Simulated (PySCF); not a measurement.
# Working with the constants of LaC

ROHF-CCSD(T) constants of LaC, doublet, about 0.1 electrons in the 4f shell (Mulliken) (La x2c-SVPall, C x2c-SVPall; spin-free X2C with a Gaussian nucleus (PySCF 2.14); masses 138.9063 and 12.0000 u):

```
ωe                     : 716.3 cm⁻¹
ωexe                   : 2.37 cm⁻¹
Be                     : 0.38748 cm⁻¹
αe                     : 0.00200 cm⁻¹
De to La (5d1 6s2) + C : 4.02 eV
```

**Question.** What force constant and bond length do these constants imply?

**Answer.** Reduced mass μred = 11.046 u; k = 5.8918×10⁻⁷·μred·ωe² (u, cm⁻¹, mdyn/Å) = 3.34 mdyn/Å; Re = √(16.8576/(μred·Be)) (u, cm⁻¹, Å) = 1.985 Å.

**Question.** Estimate the centrifugal constant D from the Kratzer relation and find the Dunham coefficient a1.

**Answer.** D = 4Be³/ωe² = 4.54e-07 cm⁻¹; a1 = −1 − αeωe/(6Be²) = -2.59.

Correlated steps freeze 19 core orbitals. Correlated levels converge slowly with the basis: in double zeta they bind strong bonds too weakly, by up to about 1 eV, and carry superposition errors of some tenths. Spin–orbit coupling is left out, which matters for elements this heavy, above all for dissociation energies. The state is the lowest single determinant that the PBE0 search found; with open d or f shells the true ground state can be another one.
